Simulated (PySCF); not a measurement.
Sn(SH)4, SMILES [SH][Sn]([SH])([SH])[SH] (H4S4Sn), CAM-B3LYP/def2-SVP optimised geometry. Atoms within 1.6 Å of the plane z = 1.0 Å (x, y, z in Å): S1 (-1.30, -2.18, 1.92), Sn2 (-0.26, -1.16, 0.00), S4 (-0.95, 1.16, 0.00), S5 (2.15, -1.16, 0.00), H6 (-1.02, -3.43, 1.51), H8 (-2.23, 0.86, 0.31), H9 (2.23, -0.17, 0.92).

Method: CAM-B3LYP/def2-TZVP, def2 effective core potentials past Kr in PySCF. The core electrons that the potentials of Sn replace are not part of the density.

Map of the electron localisation function on the plane z = 1.0 Å:

```
|00000000000000000000000000000|
|00000000000000000000000000000|
|00000000000000000000000000000|
|00000000000000000000000000000|
|00000000000111000000000000000|
|00000000012343210000000000000|
|00000000124666531000000000000|
|00000000146888752000000000000|
|00000112357898863000000000000|
|00002455468999863000000000000|
|00016888667999862000011000000|
|00027999767898851000477410000|
|00017899756788630004899840000|
|00003677534666410018999961000|
|00000011112343210038999961000|
|00000000001222211138999851000|
|00000000001211112236999731000|
|00000011223221112345777531000|
|00001345666421112356777653100|
|00013677888742222367888764200|
|00025788888875321257888875200|
|00025788877665310147888864100|
|00014677766543200025777753000|
|00003455566653100002555431000|
|00001233478985100000222100000|
|00000012489997200000000000000|
|00000001489998300000000000000|
|00000000379997200000000000000|
|00000000147873000000000000000|
```
Scale: ten equal steps from 0.000 (start of '0') to 0.999 (end of '9'), in the order '0123456789'; x runs from -4.50 to 4.50, y from -4.50 (bottom) to 4.50 (top).
